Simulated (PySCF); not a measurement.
PySCF input (BP86/def2-SVP):

```python
from pyscf import gto, dft

mol = gto.M(
    atom='''
    N     1.81160900   -0.28985500    0.03908800
    Ge    0.05294600    0.08203600    0.14480600
    N    -0.92726700   -0.83176900    1.34751900
    N    -0.47920600    1.74935200   -0.27856900
    N    -0.56818800   -0.88036500   -1.55398100
    H     2.40511200    0.32245000   -0.50391600
    H     2.27288500   -0.56986000    0.89343800
    H    -0.55559100   -1.69444500    1.72123200
    H    -1.38060200   -0.29372000    2.07283500
    H    -1.42863600    2.02412500   -0.06620600
    H     0.16465600    2.50123100   -0.07556500
    H    -1.45823700   -1.35142000   -1.39422300
    H    -0.68947300   -0.21647900   -2.31827800
    H     0.11698400   -1.57856300   -1.84149500
    ''',
    basis='def2-svp',
    charge=1,
    spin=0,
    verbose=4,
)

mf = dft.RKS(mol, xc='bp86').density_fit(auxbasis='def2-universal-jkfit')
mf.grids.level = 3
mf.conv_tol = 1e-9
mf.max_cycle = 100
mf.max_memory = 1500
mf.kernel()
if not mf.converged:
    mf = mf.newton()
    mf.kernel(mf.make_rdm1())
mf.dip_moment()
```

Output:

```
PySCF version 2.14.0

[INPUT] verbose = 4
[INPUT] num. atoms = 14
[INPUT] num. electrons = 68
[INPUT] charge = 1
[INPUT] spin (= nelec alpha-beta = 2S) = 0
[INPUT] symmetry False subgroup None
[INPUT] Mole.unit = angstrom
[INPUT] Symbol           X                Y                Z      unit          X                Y                Z       unit  Magmom
[INPUT]  1 N      1.811609000000  -0.289855000000   0.039088000000 AA    3.423444854797  -0.547746565836   0.073865614757 Bohr   0.0
[INPUT]  2 Ge     0.052946000000   0.082036000000   0.144806000000 AA    0.100053439391   0.155025572355   0.273643681194 Bohr   0.0
[INPUT]  3 N     -0.927267000000  -0.831769000000   1.347519000000 AA   -1.752280674347  -1.571815608903   2.546441857648 Bohr   0.0
[INPUT]  4 N     -0.479206000000   1.749352000000  -0.278569000000 AA   -0.905568097248   3.305796175460  -0.526419116794 Bohr   0.0
[INPUT]  5 N     -0.568188000000  -0.880365000000  -1.553981000000 AA   -1.073719707264  -1.663648739653  -2.936598492778 Bohr   0.0
[INPUT]  6 H      2.405112000000   0.322450000000  -0.503916000000 AA    4.545002978905   0.609342188866  -0.952263229786 Bohr   0.0
[INPUT]  7 H      2.272885000000  -0.569860000000   0.893438000000 AA    4.295130162632  -1.076879329345   1.688353129279 Bohr   0.0
[INPUT]  8 H     -0.555591000000  -1.694445000000   1.721232000000 AA   -1.049914827273  -3.202036983139   3.252657076837 Bohr   0.0
[INPUT]  9 H     -1.380602000000  -0.293720000000   2.072835000000 AA   -2.608959667027  -0.555050357307   3.917090451413 Bohr   0.0
[INPUT] 10 H     -1.428636000000   2.024125000000  -0.066206000000 AA   -2.699730771694   3.825041891885  -0.125111207803 Bohr   0.0
[INPUT] 11 H      0.164656000000   2.501231000000  -0.075565000000 AA    0.311154744766   4.726641564272  -0.142797154603 Bohr   0.0
[INPUT] 12 H     -1.458237000000  -1.351420000000  -1.394223000000 AA   -2.755668554707  -2.553813679260  -2.634699626569 Bohr   0.0
[INPUT] 13 H     -0.689473000000  -0.216479000000  -2.318278000000 AA   -1.302915140282  -0.409086021720  -4.380910500604 Bohr   0.0
[INPUT] 14 H      0.116984000000  -1.578563000000  -1.841495000000 AA    0.221067720956  -2.983051740372  -3.479921209756 Bohr   0.0

nuclear repulsion = 436.260880525312
number of shells = 63
number of NR pGTOs = 233
number of NR cGTOs = 133
basis = def2-svp
ecp = {}

******** <class 'pyscf.df.df_jk.DFRKS'> ********
method = DFRKS
initial guess = minao
damping factor = 0
level_shift factor = 0
DIIS = <class 'pyscf.scf.diis.CDIIS'>
diis_start_cycle = 1
diis_space = 8
diis_damp = 0
SCF conv_tol = 1e-09
SCF conv_tol_grad = None
SCF max_cycles = 100
direct_scf = False
XC library pyscf.dft.libxc version 7.1.2
    S. Lehtola, C. Steigemann, M. J. T. Oliveira, and M. A. L. Marques,  SoftwareX 7, 1–5 (2018)
XC functionals = bp86
    A. D. Becke,  Phys. Rev. A 38, 3098 (1988)
    J. P. Perdew,  Phys. Rev. B 33, 8822 (1986)
    J. P. Perdew,  Phys. Rev. B 34, 7406–7406 (1986)
radial grids:
    Treutler-Ahlrichs [JCP 102, 346 (1995); DOI:10.1063/1.469408] (M4) radial grids

becke partition: Becke, JCP 88, 2547 (1988); DOI:10.1063/1.454033
pruning grids: <function nwchem_prune>
grids dens level: 3
symmetrized grids: False
atomic radii adjust function: <function treutler_atomic_radii_adjust>
small_rho_cutoff = 0
Set gradient conv threshold to 3.16228e-05
Initial guess from minao.
tot grids = 164520
init E= -2300.96934145367
  HOMO = -0.313647886645893  LUMO = -0.0565851939193003  gap/eV = 6.99503
cycle= 1 E= -2300.9422994168  delta_E= 0.027  |g|= 0.961  |ddm|= 3.74
  HOMO = -0.284979879708967  LUMO = -0.149980507283211  gap/eV = 3.67352
cycle= 2 E= -2300.53433924305  delta_E= 0.408  |g|= 1.69  |ddm|= 2.19
  HOMO = -0.388869493643593  LUMO = -0.175073755278893  gap/eV = 5.81768
cycle= 3 E= -2301.10550846342  delta_E= -0.571  |g|= 0.126  |ddm|= 1.56
  HOMO = -0.383395607527211  LUMO = -0.176887878951606  gap/eV = 5.61936
cycle= 4 E= -2301.10842760502  delta_E= -0.00292  |g|= 0.06  |ddm|= 0.145
  HOMO = -0.383940954165975  LUMO = -0.17599059480579  gap/eV = 5.65862
cycle= 5 E= -2301.10912352198  delta_E= -0.000696  |g|= 0.0164  |ddm|= 0.0537
  HOMO = -0.383635843497648  LUMO = -0.175659991071557  gap/eV = 5.65931
cycle= 6 E= -2301.10918463824  delta_E= -6.11e-05  |g|= 0.000928  |ddm|= 0.0149
  HOMO = -0.383613522486041  LUMO = -0.175676232247914  gap/eV = 5.65826
cycle= 7 E= -2301.10918479869  delta_E= -1.6e-07  |g|= 0.000366  |ddm|= 0.00112
  HOMO = -0.383666573264074  LUMO = -0.175711083482768  gap/eV = 5.65876
cycle= 8 E= -2301.10918482122  delta_E= -2.25e-08  |g|= 0.000131  |ddm|= 0.000445
  HOMO = -0.383659017972733  LUMO = -0.175701296161928  gap/eV = 5.65882
cycle= 9 E= -2301.10918482494  delta_E= -3.73e-09  |g|= 1.09e-05  |ddm|= 0.000157
  HOMO = -0.383659260495291  LUMO = -0.175701571001667  gap/eV = 5.65882
cycle= 10 E= -2301.10918482499  delta_E= -4.5e-11  |g|= 2.82e-06  |ddm|= 1.33e-05
  HOMO = -0.38365874897396  LUMO = -0.175701402787773  gap/eV = 5.65881
Extra cycle  E= -2301.10918482497  delta_E= 1.96e-11  |g|= 4.16e-06  |ddm|= 6.33e-06
converged SCF energy = -2301.10918482497

WARN: System has nonzero charge 1; the dipole moment is origin-dependent.
Location of origin: [0. 0. 0.]

Dipole moment(X, Y, Z, Debye): -0.57759, -0.89503, -1.57985
```

The dipole moment of an ion depends on the origin.

The geometry given is a B3LYP-D3(BJ)/def2-TZVP minimum.
